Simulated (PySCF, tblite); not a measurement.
Isomers of C7H12ClFO, one GFN2-xTB conformer each. Single-point energies are computed at PBE0/pcSseg-1 (PySCF, gas phase, no added dispersion term), electronic only.

Question: Rank them by PBE0/pcSseg-1 energy, lowest first (kcal/mol).
A. `[CH3:1][C@@H:2]1[CH2:3][CH2:4][C@:5]([F:6])([Cl:7])[CH2:8][O:9][CH2:10]1` with C1–C2–C3–C4 -71°, C2–C3–C4–C5 -75°, C3–C4–C5–F6 -44°, C4–C5–C8–O9 -22°
B. `[CH2:1]=[C:2]([CH2:3][O:4][CH3:5])[C@@:6]([F:7])([Cl:8])[CH2:9][CH3:10]` with C1–C2–C3–O4 102°, C2–C3–O4–C5 -178°, C1–C2–C6–F7 -1°, C2–C6–C9–C10 176°

Answer: A (0.0), B (22.2).

As drawn, the higher has a C=C bond outside aromatic rings, which the lower lacks. GFN2-xTB itself gives, in the same order: 0.0, 28.2. Both levels put the same isomer lowest.

Q: Which frontier levels, dipoles and rotational constants go with these structures?

A: 
```csv
SMILES,"HOMO (eV, PBE0/pcSseg-1)",LUMO (eV),dipole (D),"A, B, C (MHz)"
C[C@@H]1CC[C@](F)(Cl)COC1,-7.72,0.41,2.10,"2104, 764.3, 709.2"
C=C(COC)[C@@](F)(Cl)CC,-7.63,-0.55,2.74,"1438, 780.8, 698.5"
```

Q: What happens when harmonic zero-point energies from GFN2-xTB frequencies are added?

A: 
```
                   SMILES  ZPE (kcal/mol)  electronic (kcal/mol)  with ZPE (kcal/mol)
C[C@@H]1CC[C@](F)(Cl)COC1           113.7                    0.0                  0.0
   C=C(COC)[C@@](F)(Cl)CC           110.4                   22.2                 18.9
```

The zero-point energies span 3.3 kcal/mol. The order is unchanged.
